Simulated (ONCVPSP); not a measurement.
**Before and after: ONCV potential for V (Z = 23)**

V, optimised norm-conserving Vanderbilt (ONCV), made with ONCVPSP 4.0.1 (PBEsol, scalar-relativistic). Core [Ne], reference 3s2 3p6 3d3 4s2. Waves: 3s+4s: rc 1.75 bohr, ncon 4, nbas 9, qcut 7.2 1/bohr, 3 projectors, debl 1.1 Ha; 3p: rc 1.50 bohr, ncon 4, nbas 8, qcut 9.2 1/bohr, 2 projectors, debl 3.1 Ha; 3d: rc 1.20 bohr, ncon 3, nbas 8, qcut 15.9 1/bohr, 2 projectors, debl 0.8 Ha. Local part: polynomial inside 0.75 bohr (lpopt 2, dvloc0 0 Ha). Core correction: polynomial model core, fcfact 0.15.

Change: all radii but the core radius scaled by about 0.78 (s 1.36, p 1.18, d 0.94 bohr); local potential polynomial inside 0.58 bohr (lpopt 2, dvloc0 0 Ha).

Cutoffs: the cutoffs (Ha) at which the residual kinetic energy of the hardest occupied pseudo-wave falls to 1 and 0.1 mHa per electron; they do not see the model core or the augmentation charge, which bear on the density cutoff. Errors are all-electron minus pseudo energies relative to the spin-unpolarised reference configuration.

Task: Predict the effect on cutoff, ghosts and configuration errors.

Result: The potential gets harder (71 Ha and 85 Ha → 86 Ha and 101 Ha); of the 3 tests that both files solve, the error grows in 0 and shrinks in 1 by more than 15 % and 0.3 meV (median size 1.2 → 0.5 meV); neither file shows a bound ghost. A smaller radius makes the pseudo-wave follow the all-electron one further in, where it bends more sharply, so more plane waves are needed.

```csv
quantity,base,changed
"cutoff, loose",71 Ha,86 Ha
"cutoff, tight",85 Ha,101 Ha
loose cutoff by channel,"s 13 Ha, p 24 Ha, d 71 Ha","s 21 Ha, p 22 Ha, d 86 Ha"
bound ghosts,none,none
GHOST(+) flags under 300 eV,none,none
tests with a reliable result,3 of 4,3 of 4
"error for 3s2 3p6 3d3 4s1, meV [ΔE 7.75 eV]",-0.5,-0.3
"error for 3s2 3p6 3d3 4s0, meV [ΔE 21.95 eV]",-1.2,-0.5
"error for 3s2 3p6 3d2 4s0, meV [ΔE 50.80 eV]",-2.1,-2.2
"rms error of d²Exc/dni dnj with the model core, mHa",1.10,0.89
```
